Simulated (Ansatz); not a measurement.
A nudged elastic band was laid between two geometries of CH6SSi2 (10 atoms, charge 0, multiplicity 1).

Computed with RHF/def2-SVP (Ansatz 0.2.0).

```json
{"movable images": "4", "climbing image": "no", "spring": "5.0 eV/Å²", "optimiser": "quadratic models (default)", "start path": "through a guess of the saddle point", "force threshold": "0.03 eV/Å", "iteration limit": "60", "end points": "relaxed"}
```

First end point:

```xyz
10
Properties=species:S:1:pos:R:3
Si -1.402 0.791 -0.849
Si -0.101 -0.723 0.398
C 1.655 -0.292 0.804
S 1.580 -1.560 -0.569
H -0.488 1.709 -1.568
H -2.286 1.573 0.050
H -2.240 0.051 -1.821
H -0.824 -1.575 1.361
H 2.108 -0.678 1.711
H 2.081 0.654 0.487
```

Last end point:

```xyz
10
Properties=species:S:1:pos:R:3
Si -1.384 0.769 -0.899
Si 0.039 -0.827 0.086
C 1.484 -0.258 1.095
S 2.042 -0.868 -0.583
H -1.784 0.318 -2.252
H -0.654 2.054 -0.991
H -2.603 0.948 -0.072
H -0.578 -2.114 0.460
H 1.847 -0.874 1.912
H 1.672 0.800 1.247
```

Problem. What changes between the two ends?

Solution. No bond is made or broken. The dihedral H5–Si1–Si2–S4 goes from -44 to 77°. The two ends are copies of one structure, up to a mirror image or an exchange of like atoms.

Problem. Give the energies along the band, and the barrier.

Solution. The run converged. The highest image is number 3 of 0 to 5, 0.039 eV above the ends, which have the same energy within 2 meV. No image climbed, so the highest image needn't sit at the top of the path.

```csv
image,path coordinate (Å),energy (eV),dihedral H5–Si1–Si2–S4 (°)
0,0.00,0.000,-44
1,0.84,0.013,-20
2,1.67,0.037,4
3,2.51,0.039,28
4,3.35,0.015,52
5,4.18,0.000,77
```

Problem. What is the geometry of the highest image?

Solution. 
```xyz
10
Properties=species:S:1:pos:R:3:forces:R:3
Si -1.391 0.766 -0.908 -0.01 0.00 -0.01
Si 0.002 -0.812 0.167 0.03 0.00 0.01
C 1.538 -0.245 1.036 -0.01 -0.01 0.00
S 1.957 -1.081 -0.585 0.00 0.01 0.00
H -1.008 0.888 -2.332 -0.01 -0.01 0.00
H -1.241 2.082 -0.241 0.01 0.00 0.00
H -2.807 0.333 -0.812 0.01 0.00 0.01
H -0.678 -1.998 0.723 0.00 0.00 -0.01
H 1.904 -0.791 1.901 -0.01 0.00 0.00
H 1.807 0.806 1.055 0.00 0.00 0.00
```

The band took 6 iterations and about 50 core-seconds.

Time of the run: 54 s on 1 thread of Arm Neoverse V1 (shared host), peak memory 0.2 GiB.
